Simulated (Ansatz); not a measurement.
`C#[C][Hf]([Cl])([Cl])[Cl]` + H–F → `[F][Hf]([Cl])([Cl])[Cl]` + acetylene at 500 K and 1 bar (ligand exchange at the Hf–C bond).

Program: Ansatz. Geometries: PBE0-D4/def2-TZVP. ΔE: electronic, gas phase. CBS: MP2 limit from def2 TZ/QZ plus the TZ coupled-cluster correction, frozen cores. This one scheme is used for every species. Elements past krypton have def2 core potentials. For Hf outer-core shells are correlated without core-valence functions, which leaves a few kJ/mol of doubt a bond.

```csv
species,CCSD(T)/CBS energy (Eh),H − E (kJ/mol),S (J/(mol·K))
`C#[C][Hf]([Cl])([Cl])[Cl]`,-1504.12469,109.0,477.9
H–F,-100.39570,39.4,188.7
`[F][Hf]([Cl])([Cl])[Cl]`,-1527.34680,56.8,426.8
`C#C`,-77.22717,90.7,225.3
```

H − E and S are ideal-gas, rigid-rotor, harmonic terms from PBE0-D4/def2-TZVP. 1 Eh = 2625.50 kJ/mol, R = 8.31446 J/(mol·K).

Question: By hand: ΔE, ΔH, ΔS and ΔG.

Answer: ΔE = (-1527.34680) + (-77.22717) − (-1504.12469) − (-100.39570) = -0.05358 Eh = -140.7 kJ/mol. Δ(H − E) = 56.8 + 90.7 − 109.0 − 39.4 = -0.9, so ΔH = -141.6 kJ/mol. ΔS = 426.8 + 225.3 − 477.9 − 188.7 = -14.5 J/(mol·K). ΔG = -141.6 − 500 × (-14.5)/1000 = -134.3 kJ/mol.

Question: By hand: the equilibrium constant, and the temperature at which ΔG would vanish if ΔH and ΔS stayed fixed.

Answer: log₁₀ K = −ΔG/(RT ln 10) = 14.0. ΔG = 0 at ΔH/ΔS = 9766 K, far beyond where these terms or the molecules hold.

The number of gas molecules stays the same, so ΔS is small and ΔH decides. A doubt of 5 kJ/mol in ΔE shifts log₁₀ K by 0.5 here. These are equilibria of isolated gas molecules and say nothing of rates. Largest T1 diagnostic: 0.014 (customary marks: 0.02 for closed shells, 0.045 for open ones).
